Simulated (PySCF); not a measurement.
C₆ coefficients of unlike pairs at PBE

Calculated with PySCF 2.14 from the dipole response of each species, C₆(A,B) = (3/π) ∫ α_A(iu) α_B(iu) du, in atomic units, from isotropic polarisabilities. For ions this is the dispersion term alone; charge-induced terms of lower order in 1/R come first.

```
species           configuration                                                                             basis      relativity  α (bohr³)  C₆ (like pair)
   Ne³⁺       [He] 2s2 2p3 (4S)                                                            def2-TZVPPD (6s4p3d1f)            none     0.6837          0.6021
    Ga⁺      [Ar] 3d10 4s2 (1S)                                       aug-cc-pV5Z-PP with ECP10MDF (8s7p6d4f3g2h)  core potential      17.53           87.88
   Sb²⁺  [Kr] 4d10 5s2 5p1 (2P)  x2c-QZVPPall with one added diffuse shell each of s, p, d, f type (14s10p8d5f1g)   spin-free X2C      15.58           98.00
     Mo       [Kr] 4d5 5s1 (7S)                                                       aug-cc-pVTZ-DK (9s8p6d3f2g)   spin-free X2C      73.56           765.8
```

(1) Estimate C₆ for Mo with Ne³⁺.

No spin-orbit coupling is included.

The other pairs:

```json
{"pair": "Sb²⁺, Ga⁺", "C₆": "91.43"}
{"pair": "Mo, Ga⁺", "C₆": "250.5"}
{"pair": "Mo, Sb²⁺", "C₆": "251.7"}
{"pair": "Sb²⁺, Ne³⁺", "C₆": "6.804"}
{"pair": "Ga⁺, Ne³⁺", "C₆": "5.829"}
```

Answers

(1) The integral gives 14.84. The combination rule 2 C_A C_B / (C_A α_B/α_A + C_B α_A/α_B) gives 12.83 and the geometric mean 21.47.
